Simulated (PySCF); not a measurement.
BrH4InN2, SMILES [NH2][In]([NH2])[Br]. Geometry: PBE-D3(BJ)/def2-SVP. The def2 effective core potentials stand for the cores of In; spin–orbit coupling is left out. Other conformers were not sampled.

All values below come from PBE-D3(BJ)/def2-SVP run with PySCF.

Harmonic wavenumbers (cm⁻¹): 87, 105, 118, 162, 224, 244, 478, 478, 603, 607, 769, 821, 1471, 1484, 3414, 3415, 3518, 3518. Rotational constants (GHz): 4.263, 1.248, 0.9712; symmetry number 1.

### Question
Work out the zero-point energy and the ideal-gas rigid-rotor harmonic-oscillator thermochemistry at 298.15 K and 1 atm.

### Answer
ZPE = ½ Σ hcν = ½ × 21515 cm⁻¹ = 128.69 kJ/mol. H − E(el) = 151.20 kJ/mol. Entropy in J/(mol K): translation 176.39, rotation 119.33, vibration 80.40, total 376.13. G − E(el) = 39.05 kJ/mol. Cp = 106.17 J/(mol K). Modes under 150 cm⁻¹ make the vibrational entropy uncertain.
